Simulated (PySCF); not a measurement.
B₃H₃O₃, SMILES B1OBOBO1. Geometry: PBE-D3(BJ)/def2-SVP.

Calculation: PBE-D3(BJ)/def2-SVP in PySCF.

Harmonic wavenumbers (cm⁻¹): 204, 204, 392, 520, 520, 783, 881, 887, 887, 975, 975, 982, 1083, 1157, 1196, 1197, 1390, 1390, 2616, 2616, 2631. Rotational constants (GHz): 5.810, 5.810, 2.905; symmetry number 6.

Q: Work out the zero-point energy and the ideal-gas rigid-rotor harmonic-oscillator thermochemistry at 298.15 K and 1 atm.

A: ZPE = ½ Σ hcν = ½ × 23486 cm⁻¹ = 140.48 kJ/mol. H − E(el) = 156.48 kJ/mol. Entropy in J/(mol K): translation 163.92, rotation 92.20, vibration 31.90, total 288.03. G − E(el) = 70.60 kJ/mol. Cp = 84.24 J/(mol K).
